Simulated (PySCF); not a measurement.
One of the candidates below gave these computed data.

All candidates are C2H8OSi2.

| technique | computed result |
| --- | --- |
| UV, strongest line | among the 8 lowest singlet transitions: S4 at 7.09 eV (175 nm, f = 0.245) [TDDFT CAM-B3LYP/def2-SVPD] |
| Rotational structure | rotational constants A, B, C: 4.892, 1.695, 1.444 GHz [GFN2-xTB] |
| Polarisability | 81.5 au [CAM-B3LYP/def2-SVPD] |
| 1H NMR | chemical shifts (computed TMS as zero) by class: 4.09 (3 H), 3.97 (3 H), 2.70 (2 H) ppm [GIAO PBE0/pcSseg-1] |
| NMR, other nuclei | isotropic shieldings of nuclei other than C and H, by class: -521 (1 O), 418 (1 Si), 439 (1 Si) ppm [GIAO PBE0/pcSseg-1] |
| Dipole | 2.69 D [CAM-B3LYP/def2-SVPD] |
| XPS | Si2p3/2 106.8, Si2p3/2 107.0, C1s 290.6, C1s 292.8, O1s 537.4, Si1s 1846.5, Si1s 1846.7 eV [ΔSCF SCAN, pcX-2 on the ionised atom, pcseg-1 elsewhere, spin-free X2C, 2p3/2 from a spin–orbit splitting computed afterwards within the 2p shell] |
| 13C NMR | chemical shifts (computed TMS as zero) by class: 241.9 (1 C), 39.4 (1 C) ppm [GIAO PBE0/pcSseg-1] |

Gas-phase values; electronic properties from PySCF, density fitting. Levels stand in brackets. Geometry: GFN2-xTB, one conformer, isolated molecule. NMR classes are plain means over equivalent atoms (diastereotopic ones count apart unless rotation or inversion swaps them), as if these changed places fast.

Task: Which candidate is it?
A. `CC(=O)[SiH2][SiH3]`
B. `O=C([SiH3])C[SiH3]`
C. `[SiH3]O[C@H]1C[SiH2]1`

Result: B. It is `O=C([SiH3])C[SiH3]`. Numbering: `[O:1]=[C:2]([SiH3:3])[CH2:4][SiH3:5]`. Its formula, C2H8OSi2, gives 1 degree of unsaturation: 0 rings and 1 π bond in the structure found. 2 carbons fall into 2 classes; from least to most shielded: carbonyl carbon [C2] (241.9 ppm), sp3 carbon bound to silicon [C4] (39.4 ppm). Hydrogen classes from least to most shielded: 3 H on an SiH3 silicon, Si3 (4.09 ppm, a mean of values up to 0.8 ppm apart in this geometry), 3 H on an SiH3 silicon, Si5 (3.97 ppm), 2 H on an sp3 carbon bound to silicon, C4 (2.70 ppm). The other shieldings belong to: -521 ppm, carbonyl oxygen [O1]; 418 ppm, SiH3 silicon [Si5]; 439 ppm, SiH3 silicon [Si3]. The core levels belong to: Si2p3/2 106.8 eV, SiH3 silicon [Si3]; Si2p3/2 107.0 eV, SiH3 silicon [Si5]; C1s 290.6 eV, sp3 carbon bound to silicon [C4]; C1s 292.8 eV, carbonyl carbon [C2]; O1s 537.4 eV, carbonyl oxygen [O1]; Si1s 1846.5 eV, SiH3 silicon [Si3]; Si1s 1846.7 eV, SiH3 silicon [Si5]. The hole state at 292.8 eV has ⟨S²⟩ = 0.82 against 0.75, so that value is less sure. The optimised geometry has point group C1 and is an asymmetric top.

The others, at the same levels:
- `CC(=O)[SiH2][SiH3]` fails: its computed 13C shifts are 244.8 (1 C), 44.3 (1 C) ppm and 1H shifts are 4.08 (2 H), 3.50 (3 H), 2.51 (3 H) ppm.
- `[SiH3]O[C@H]1C[SiH2]1` fails: its computed 13C shifts are 54.6 (1 C), 3.8 (1 C) ppm, 1H shifts are 4.84 (3 H), 4.07 (1 H), 2.70 (1 H), 2.57 (1 H), 1.01 (1 H), 0.91 (1 H) ppm and rotational constant A is 7.711 GHz (against 4.892 GHz).

Each candidate is one conformer, not necessarily the lowest. Dipoles, sizes and rotational constants follow the conformer. The torsions of the flexible species, by atom-mapped SMILES:
- `[O:1]=[C:2]([SiH3:3])[CH2:4][SiH3:5]`: O1–C2–C4–Si5 82°
- `[CH3:1][C:2](=[O:3])[SiH2:4][SiH3:5]`: C1–C2–Si4–Si5 -105°
- `[SiH3:1][O:2][C@H:3]1[CH2:4][SiH2:5]1`: Si1–O2–C3–C4 -171°
